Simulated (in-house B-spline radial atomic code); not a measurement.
Cu⁺. Computed with a B-spline radial atomic code. Model: all-electron spherical atom, spin shells full or empty, radial basis limit, no spin-orbit coupling, Breit or QED, empty-state partial waves extrapolated as (l+1/2)^-4, RPA, G0W0 and static COHSEX of the highest shell as one setting changes (uncorrelated shells keep exact exchange).

Given: element Cu; charge 1; filled core Ar; hamiltonian one-electron scalar X2C; mean-field start PBE; highest l of empty states 9; nuclear rms radius 3.8823 fm; highest mean-field shell 3d.

Shell: 3d 5 5 (electrons up and down).

```json
{"lowest nl shells left uncorrelated": "0", "RPA correlation energy (hartree)": "-2.2021", "G0W0 level (eV)": "-19.879", "G0W0 minus most complete (meV)": "0", "COHSEX level (eV)": "-26.27", "linearised minus solved G0W0 (meV)": "-259.9"}
{"lowest nl shells left uncorrelated": "1", "RPA correlation energy (hartree)": "?", "G0W0 level (eV)": "?", "G0W0 minus most complete (meV)": "?", "COHSEX level (eV)": "?", "linearised minus solved G0W0 (meV)": "?"}
{"lowest nl shells left uncorrelated": "2", "RPA correlation energy (hartree)": "?", "G0W0 level (eV)": "?", "G0W0 minus most complete (meV)": "?", "COHSEX level (eV)": "?", "linearised minus solved G0W0 (meV)": "?"}
{"lowest nl shells left uncorrelated": "3", "RPA correlation energy (hartree)": "-1.4083", "G0W0 level (eV)": "-19.8", "G0W0 minus most complete (meV)": "79.3", "COHSEX level (eV)": "-26.249", "linearised minus solved G0W0 (meV)": "-250.1"}
{"lowest nl shells left uncorrelated": "4", "RPA correlation energy (hartree)": "-1.2197", "G0W0 level (eV)": "-19.786", "G0W0 minus most complete (meV)": "93.2", "COHSEX level (eV)": "-26.184", "linearised minus solved G0W0 (meV)": "-252.8"}
{"lowest nl shells left uncorrelated": "5", "RPA correlation energy (hartree)": "-0.69027", "G0W0 level (eV)": "-19.897", "G0W0 minus most complete (meV)": "-18.5", "COHSEX level (eV)": "-26.042", "linearised minus solved G0W0 (meV)": "-276.7"}
```

Question: What follows for lowest nl shells left uncorrelated = 1?

Answer: RPA correlation energy -2.0542 hartree; G0W0 level -19.879 eV; G0W0 minus most complete 0.3 meV; COHSEX level -26.27 eV; linearised minus solved G0W0 -259.8 meV.

Question: What follows for lowest nl shells left uncorrelated = 2?

Answer: RPA correlation energy -1.8816 hartree; G0W0 level -19.859 eV; G0W0 minus most complete 19.5 meV; COHSEX level -26.262 eV; linearised minus solved G0W0 -257.5 meV.
